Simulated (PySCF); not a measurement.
Potential energy curve for Mg2, singlet.

RKS-BHandHLYP = restricted BHandHLYP/cc-pVTZ (PySCF); UKS-B3LYP/6-31G* = unrestricted B3LYP/6-31G*, spherical d (PySCF); UCCSD(T) = CCSD(T) on UHF/cc-pVTZ, 2 core orbitals frozen (PySCF 2.14.0).

Energies relative to the lowest point of each curve near equilibrium, in kcal/mol:

```csv
R / Å,RKS-BHandHLYP,UKS-B3LYP/6-31G*
2.72,11.8,10.4
2.88,7.3,6.1
3.06,4.2,3.1
3.27,2.1,1.3
3.51,0.9,0.3
3.85,0.2,0.0
3.95,0.1,0.0
4.19,0.0,0.1
4.86,0.0,0.3
5.39,0.1,0.4
7.89,0.0,0.4
8.77,0.0,0.4
```

### Question
Estimate the UCCSD(T) values at these points.

### Answer
2.72: 8.9; 2.88: 4.9; 3.06: 2.4; 3.27: 0.8; 3.51: 0.1; 3.85: 0.0; 3.95: 0.1; 4.19: 0.2; 4.86: 0.8; 5.39: 1.0; 7.89: 1.6; 8.77: 1.6 (kcal/mol).

The unrestricted solution behind UCCSD(T) changes between 3.06 and 3.27 Å, which can leave a kink. The unrestricted determinant behind UCCSD(T) is spin-contaminated at 2.72 to 3.06 Å (<S²> up to 0.6, against 0.00 for a pure singlet).
